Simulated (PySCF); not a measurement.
## Spin-state energies of [Mn(NH3)5]2+

The complex [Mn(NH3)5]2+ (charge +2) contains Mn(II), shell d5. The structure is a PBE0-D3(BJ)/def2-SVP, IEF-PCM water geometry optimised for multiplicity 6; coordination trigonal bipyramidal, point group C1, metal–donor distances 2.21–2.27 Å.

```
21

Mn    0.0000    0.0000    0.0000
N    -0.0136    0.0144    2.2607
H    -0.5036    0.8219    2.6508
H    -0.4680   -0.8037    2.6708
H     0.9220    0.0392    2.6705
N    -0.0017   -0.0042   -2.2656
H     0.4751   -0.8153   -2.6644
H    -0.9419   -0.0128   -2.6656
H     0.4616    0.8127   -2.6686
N    -1.1087    1.9114   -0.0526
H    -2.1223    1.7766   -0.0509
H    -0.9129    2.5255    0.7404
H    -0.9087    2.4646   -0.8883
N    -1.1018   -1.9153   -0.0736
H    -1.3348   -2.3151    0.8372
H    -1.9894   -1.8297   -0.5735
H    -0.5804   -2.6417   -0.5694
N     2.2081   -0.0079   -0.0747
H     2.6712   -0.0089    0.8360
H     2.5763   -0.8213   -0.5728
H     2.5808    0.8043   -0.5717
```

Method (PySCF 2.14, density fitting): CASSCF(5,5) with orbitals averaged over all microstates of the shell, strongly contracted NEVPT2 on the averaged canonical orbitals; basis x2c-TZVPall on the metal, x2c-SVPall elsewhere; spin-free X2C; IEF-PCM water; spin-orbit coupling by state interaction with the mean-field operator over all roots.

The unrestricted Kohn–Sham energies use the same basis, Hamiltonian, solvent and geometry. All energies are vertical, in cm⁻¹ above the lowest state with 2S+1 = 6; a negative value means that the lower spin is more stable. A dash marks a spin without a sound unrestricted solution.

```
method  2S+1 = 4  2S+1 = 2
  BP86      8402         –
 TPSSh     10730         –
 B3LYP     11242         –
  PBE0     13937         –
```

Task: What do CASSCF and NEVPT2 in the d shell give?

Result: 
```
method  2S+1 = 4  2S+1 = 2
CASSCF     24076     36635
NEVPT2     18935     30501
```

Task: How does exact exchange act on the 2S+1 = 4 state?

Result: From BP86 (0 % exact exchange) to PBE0 (25 %) it moves by +5535 cm⁻¹ against the high-spin state, so more exact exchange favours high spin, the usual trend.

The functionals differ in more than their exact exchange.

The active space of the d orbitals alone lacks metal–ligand bonding pairs, which usually tilts NEVPT2 towards high spin.
